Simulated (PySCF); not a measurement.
Ti(F)4 anion (F₄Ti), SMILES [F][Ti]([F])([F])[F] (connectivity only; charge and spin as stated), charge -1, multiplicity 2.

Geometry: PBE-D3(BJ)/def2-SVPD. The multiplicity is an assumed one; other spin states were not compared. The isomer is the one that the SMILES or the coordinates give; other isomers of the formula were not compared.

Computed with PBE-D3(BJ)/def2-SVPD (PySCF 2.14.0).

Frequencies are harmonic and unscaled.

Modes within 1.5 cm⁻¹ of each other (mostly degenerate sets) share a row, with their intensities summed.

```csv
mode,ν (cm⁻¹),IR (km/mol),moving atoms (share of kinetic energy)
1,124,0.0,F 100 %
2,167,7.0,"F 65 %, Ti 35 %"
3–4,181,29.2,"F 80 %, Ti 20 %"
5,187,0.0,F 100 %
6,544,0.0,F 100 %
7,552,136.3,"F 74 %, Ti 26 %"
8–9,617,521.4,"F 58 %, Ti 42 %"
```
